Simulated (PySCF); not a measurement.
## How methods differ on the excitation energy of Cu

Cu [Ar] 3d10 4s1 (2S) → Cu [Ar] 3d10 4p1 (2P), as a difference of total energies. Computed with PySCF 2.14 in def2-TZVPPD, with the non-relativistic Hamiltonian (point nucleus). Correlated levels: valence: [Ar] frozen; valence and next inner shell: [Ne] frozen. The calculations carry no spin-orbit coupling.

```tsv
method	excitation energy (eV)	difference from reference (eV)
UHF	3.090	-0.716
LDA	3.997	+0.191
PBE	3.814	+0.008
PBE0	3.654	-0.152
r2SCAN	3.770	-0.036
MN15	3.627	-0.179
PBEsol	3.856	+0.050
TPSSh	3.708	-0.098
BP86	3.865	+0.059
MP2 (valence)	3.623	-0.183
SCS-MP2 (valence)	3.551	-0.255
MP2 (valence and next inner shell)	3.686	-0.120
SCS-MP2 (valence and next inner shell)	3.592	-0.214
```

Reference: 3.806 eV (measured; NIST levels, between the centres of gravity of the two terms).

These non-relativistic numbers lack the scalar-relativistic shift.

Errors of the correlated levels include the incompleteness of this basis and the frozen core.
